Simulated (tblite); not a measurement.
A geometry optimisation, step by step.

Species: C2H6GeO2S.
Bonds: C1–S2, S2–Ge3, Ge3–C4, C4–O5 (double), C4–O6. Hydrogens: H7, H8, H9 on C1; H10, H11 on Ge3; H12 on O6.

Computed with GFN2-xTB (tblite), gas phase: L-BFGS steps from a force-field or distance-geometry start until the largest atomic force falls under 0.01 eV/Å. 14 of its 84 geometries are shown.

Step 0: E = -561.7300 eV, largest atomic force 4.740 eV/Å
```
atom  x, y, z in Å  |  force x, y, z in eV/Å
C1     -1.890   -0.018   -0.646   -0.550  -0.560  -0.559
S2     -1.428    1.464    0.296    0.429  -0.245   0.255
Ge3     0.345    0.468    1.249   -1.063   0.315   1.228
C4      1.646    0.084   -0.105    3.602   0.445  -3.049
O5      2.434    0.975   -0.479   -2.084  -2.473   0.944
O6      1.690   -1.193   -0.666    0.086   1.162   0.340
H7     -1.089   -0.287   -1.357   -0.379   0.081   0.352
H8     -2.098   -0.859    0.046    0.144   0.435  -0.412
H9     -2.814    0.205   -1.221    0.633  -0.056   0.434
H10     0.952    1.421    2.305   -0.131  -0.341  -0.473
H11    -0.114   -0.844    1.935    0.110   0.278  -0.190
H12     2.367   -1.416   -1.383   -0.796   0.961   1.131
```

Step 6: E = -562.1246 eV, largest atomic force 0.174 eV/Å
```
atom  x, y, z in Å  |  force x, y, z in eV/Å
C1     -1.901   -0.031   -0.659   -0.026  -0.080  -0.032
S2     -1.401    1.422    0.323   -0.076   0.108   0.022
Ge3     0.332    0.449    1.267    0.117   0.014  -0.062
C4      1.707    0.083   -0.145    0.003  -0.036  -0.012
O5      2.479    0.908   -0.542    0.027  -0.065   0.000
O6      1.649   -1.163   -0.622    0.015   0.157   0.074
H7     -1.109   -0.297   -1.351    0.017  -0.019  -0.100
H8     -2.097   -0.857    0.017   -0.077  -0.119  -0.003
H9     -2.801    0.223   -1.205   -0.013   0.075   0.010
H10     0.931    1.390    2.258    0.033   0.102   0.107
H11    -0.120   -0.828    1.938    0.026  -0.087   0.000
H12     2.332   -1.300   -1.304   -0.046  -0.048  -0.004
```

Step 13: E = -562.1416 eV, largest atomic force 0.144 eV/Å
```
atom  x, y, z in Å  |  force x, y, z in eV/Å
C1     -1.911   -0.051   -0.667   -0.051   0.038  -0.036
S2     -1.416    1.397    0.334    0.053  -0.027   0.073
Ge3     0.355    0.474    1.279    0.089  -0.046  -0.051
C4      1.734    0.105   -0.141   -0.031  -0.029   0.085
O5      2.531    0.894   -0.560   -0.028  -0.022   0.032
O6      1.632   -1.146   -0.593   -0.001   0.122   0.016
H7     -1.133   -0.305   -1.382    0.010  -0.006   0.021
H8     -2.134   -0.898   -0.021    0.021   0.031  -0.022
H9     -2.804    0.258   -1.196   -0.075  -0.042  -0.049
H10     0.934    1.426    2.295   -0.069  -0.040  -0.029
H11    -0.082   -0.843    1.915    0.103   0.095  -0.034
H12     2.293   -1.312   -1.290   -0.020  -0.073  -0.005
```

Step 19: E = -562.1508 eV, largest atomic force 0.079 eV/Å
```
atom  x, y, z in Å  |  force x, y, z in eV/Å
C1     -1.929   -0.054   -0.680    0.009   0.031   0.023
S2     -1.416    1.370    0.356   -0.031  -0.034  -0.039
Ge3     0.385    0.485    1.277   -0.078  -0.006   0.011
C4      1.758    0.118   -0.129   -0.022   0.011   0.000
O5      2.563    0.892   -0.557    0.057  -0.028  -0.018
O6      1.615   -1.130   -0.574    0.009   0.014  -0.002
H7     -1.149   -0.305   -1.395   -0.015   0.042   0.008
H8     -2.153   -0.912   -0.052    0.003   0.034   0.010
H9     -2.824    0.267   -1.203    0.025  -0.020   0.001
H10     0.914    1.439    2.311   -0.027   0.006  -0.016
H11    -0.020   -0.835    1.897    0.058  -0.036   0.040
H12     2.257   -1.337   -1.276    0.010  -0.014  -0.017
```

Step 26: E = -562.1550 eV, largest atomic force 0.045 eV/Å
```
atom  x, y, z in Å  |  force x, y, z in eV/Å
C1     -1.938   -0.051   -0.686    0.005   0.014   0.010
S2     -1.431    1.363    0.363   -0.011  -0.024   0.001
Ge3     0.381    0.485    1.274    0.008   0.013  -0.013
C4      1.767    0.127   -0.129   -0.010  -0.036  -0.012
O5      2.595    0.878   -0.554    0.014   0.021   0.017
O6      1.605   -1.121   -0.570   -0.026  -0.032  -0.017
H7     -1.156   -0.289   -1.401   -0.004   0.004   0.009
H8     -2.159   -0.910   -0.059    0.008  -0.003  -0.017
H9     -2.832    0.266   -1.211    0.006   0.005   0.011
H10     0.887    1.449    2.309   -0.003   0.025  -0.002
H11     0.037   -0.848    1.907    0.001  -0.005   0.004
H12     2.243   -1.350   -1.270    0.012   0.017   0.010
```

Step 32: E = -562.1560 eV, largest atomic force 0.032 eV/Å
```
atom  x, y, z in Å  |  force x, y, z in eV/Å
C1     -1.939   -0.049   -0.685   -0.002  -0.021  -0.010
S2     -1.439    1.356    0.372    0.000   0.018   0.026
Ge3     0.382    0.488    1.272   -0.007  -0.002   0.015
C4      1.764    0.120   -0.131    0.015   0.014  -0.001
O5      2.603    0.867   -0.542    0.004  -0.002   0.011
O6      1.596   -1.124   -0.580    0.003  -0.002  -0.004
H7     -1.156   -0.282   -1.401    0.012   0.012  -0.019
H8     -2.157   -0.914   -0.068   -0.009  -0.018   0.007
H9     -2.834    0.269   -1.208   -0.008   0.001  -0.005
H10     0.878    1.465    2.302    0.009  -0.006  -0.024
H11     0.054   -0.848    1.911   -0.010   0.013   0.010
H12     2.249   -1.349   -1.268   -0.007  -0.006  -0.007
```

Step 38: E = -562.1569 eV, largest atomic force 0.042 eV/Å
```
atom  x, y, z in Å  |  force x, y, z in eV/Å
C1     -1.940   -0.051   -0.687   -0.007   0.018   0.004
S2     -1.452    1.347    0.391   -0.018  -0.027  -0.027
Ge3     0.380    0.487    1.272    0.022  -0.006  -0.026
C4      1.766    0.116   -0.130   -0.010   0.008   0.009
O5      2.617    0.859   -0.523   -0.016  -0.036   0.008
O6      1.589   -1.123   -0.592    0.015   0.035   0.010
H7     -1.153   -0.264   -1.406   -0.022  -0.004   0.026
H8     -2.156   -0.926   -0.079    0.023   0.017  -0.031
H9     -2.837    0.269   -1.207    0.005  -0.010   0.003
H10     0.881    1.479    2.281    0.021   0.006   0.015
H11     0.059   -0.841    1.927   -0.005  -0.003   0.018
H12     2.248   -1.353   -1.272   -0.007   0.002  -0.008
```

Step 45: E = -562.1576 eV, largest atomic force 0.036 eV/Å
```
atom  x, y, z in Å  |  force x, y, z in eV/Å
C1     -1.945   -0.052   -0.691    0.007   0.002   0.000
S2     -1.465    1.335    0.403    0.000  -0.002  -0.008
Ge3     0.382    0.490    1.272   -0.013   0.000   0.002
C4      1.766    0.113   -0.128    0.005  -0.026   0.024
O5      2.632    0.846   -0.505    0.008   0.026  -0.012
O6      1.581   -1.120   -0.599   -0.021  -0.001  -0.011
H7     -1.156   -0.250   -1.411    0.000   0.001  -0.015
H8     -2.151   -0.938   -0.098    0.003  -0.002   0.007
H9     -2.844    0.267   -1.207    0.003  -0.001   0.004
H10     0.893    1.491    2.269    0.004  -0.003   0.003
H11     0.068   -0.832    1.946    0.006   0.005   0.006
H12     2.242   -1.351   -1.278   -0.001   0.001   0.000
```

Step 51: E = -562.1578 eV, largest atomic force 0.019 eV/Å
```
atom  x, y, z in Å  |  force x, y, z in eV/Å
C1     -1.944   -0.053   -0.694    0.003   0.001  -0.002
S2     -1.468    1.332    0.402    0.015   0.002   0.002
Ge3     0.381    0.492    1.275   -0.002  -0.004   0.008
C4      1.765    0.109   -0.123   -0.009   0.007  -0.015
O5      2.634    0.842   -0.498    0.008   0.008   0.006
O6      1.574   -1.119   -0.605   -0.003  -0.006   0.003
H7     -1.158   -0.245   -1.419    0.003  -0.005  -0.004
H8     -2.146   -0.941   -0.103    0.012  -0.004   0.001
H9     -2.846    0.263   -1.206   -0.005   0.003   0.002
H10     0.900    1.493    2.268   -0.008   0.005  -0.002
H11     0.072   -0.826    1.958   -0.005  -0.004   0.005
H12     2.237   -1.347   -1.281   -0.010  -0.003  -0.004
```

Step 57: E = -562.1582 eV, largest atomic force 0.019 eV/Å
```
atom  x, y, z in Å  |  force x, y, z in eV/Å
C1     -1.938   -0.055   -0.700    0.003  -0.002   0.003
S2     -1.461    1.329    0.398   -0.001   0.005  -0.002
Ge3     0.381    0.490    1.282    0.007   0.004   0.001
C4      1.760    0.108   -0.119    0.012   0.000   0.008
O5      2.635    0.838   -0.485   -0.009  -0.016  -0.003
O6      1.560   -1.115   -0.612    0.004   0.002   0.001
H7     -1.160   -0.241   -1.435    0.003   0.012   0.006
H8     -2.126   -0.947   -0.110    0.000  -0.001  -0.004
H9     -2.848    0.260   -1.200    0.002  -0.012   0.003
H10     0.902    1.500    2.264   -0.008   0.006   0.002
H11     0.074   -0.822    1.980   -0.005  -0.002  -0.007
H12     2.222   -1.345   -1.289   -0.008   0.004  -0.007
```

Step 64: E = -562.1586 eV, largest atomic force 0.030 eV/Å
```
atom  x, y, z in Å  |  force x, y, z in eV/Å
C1     -1.931   -0.058   -0.706    0.003   0.007   0.004
S2     -1.458    1.323    0.398   -0.010   0.000   0.006
Ge3     0.384    0.491    1.291   -0.011   0.001  -0.011
C4      1.761    0.101   -0.111   -0.012  -0.014   0.003
O5      2.645    0.822   -0.471    0.022   0.019  -0.006
O6      1.540   -1.111   -0.620   -0.009  -0.007   0.002
H7     -1.159   -0.223   -1.450    0.004  -0.004  -0.005
H8     -2.101   -0.959   -0.123    0.011  -0.002   0.007
H9     -2.852    0.248   -1.190    0.004  -0.002  -0.001
H10     0.897    1.518    2.260    0.002  -0.003   0.010
H11     0.078   -0.815    2.001   -0.002   0.008  -0.008
H12     2.195   -1.339   -1.306   -0.003  -0.003  -0.002
```

Step 70: E = -562.1589 eV, largest atomic force 0.023 eV/Å
```
atom  x, y, z in Å  |  force x, y, z in eV/Å
C1     -1.921   -0.058   -0.705   -0.001  -0.010  -0.004
S2     -1.456    1.329    0.394    0.001  -0.004  -0.008
Ge3     0.382    0.495    1.292    0.006   0.004   0.005
C4      1.760    0.099   -0.109    0.002   0.019  -0.008
O5      2.645    0.819   -0.472   -0.011  -0.019   0.006
O6      1.533   -1.111   -0.620   -0.008   0.014  -0.005
H7     -1.153   -0.221   -1.455    0.005   0.012   0.010
H8     -2.079   -0.959   -0.118    0.004   0.001   0.001
H9     -2.848    0.237   -1.185   -0.003  -0.002   0.001
H10     0.893    1.516    2.269    0.004  -0.007  -0.003
H11     0.066   -0.810    1.998   -0.002  -0.002  -0.006
H12     2.178   -1.336   -1.316    0.003  -0.007   0.011
```

Step 77: E = -562.1595 eV, largest atomic force 0.014 eV/Å
```
atom  x, y, z in Å  |  force x, y, z in eV/Å
C1     -1.901   -0.064   -0.710    0.000   0.005   0.005
S2     -1.464    1.326    0.397    0.001   0.007   0.005
Ge3     0.380    0.508    1.297    0.000   0.003   0.005
C4      1.753    0.097   -0.105   -0.006  -0.004   0.006
O5      2.669    0.786   -0.446    0.005   0.009   0.002
O6      1.482   -1.094   -0.640   -0.004  -0.007   0.004
H7     -1.140   -0.185   -1.474   -0.006  -0.003  -0.007
H8     -2.012   -0.978   -0.134    0.003  -0.003   0.004
H9     -2.848    0.202   -1.167    0.002  -0.003  -0.008
H10     0.893    1.529    2.273    0.006   0.002  -0.010
H11     0.063   -0.791    2.012    0.002  -0.010  -0.009
H12     2.127   -1.337   -1.329   -0.002   0.003   0.002
```

Step 83: E = -562.1597 eV, largest atomic force 0.009 eV/Å
```
atom  x, y, z in Å  |  force x, y, z in eV/Å
C1     -1.901   -0.063   -0.708    0.000  -0.001  -0.004
S2     -1.464    1.329    0.396    0.001  -0.001  -0.001
Ge3     0.379    0.508    1.297   -0.005  -0.003  -0.007
C4      1.751    0.098   -0.104   -0.002  -0.003   0.002
O5      2.666    0.788   -0.447    0.001   0.002   0.000
O6      1.482   -1.094   -0.638    0.001   0.000   0.002
H7     -1.140   -0.187   -1.473    0.003   0.000   0.001
H8     -2.010   -0.976   -0.129   -0.001   0.003  -0.003
H9     -2.846    0.201   -1.169   -0.001   0.000   0.008
H10     0.896    1.528    2.272    0.002   0.003   0.002
H11     0.060   -0.796    2.005    0.001   0.000  -0.001
H12     2.128   -1.337   -1.326   -0.001   0.001   0.000
```

Task: Summarise the path.

Result: The energy falls by 0.4296 eV from step 0 to step 83; nine tenths of that is first reached at step 6. It falls at every step. The largest force goes from 4.740 to 0.009 eV/Å. Among the bonds Ge3–C4 changes most, from 1.916 to 2.004 Å; the atoms move by 0.182 Å rms after alignment.

The cost below is that of the whole relaxation. On one thread, Arm Neoverse N1 (aarch64), shared host with 64 logical CPUs at a one-minute load of 58, this took 0.8 s wall.
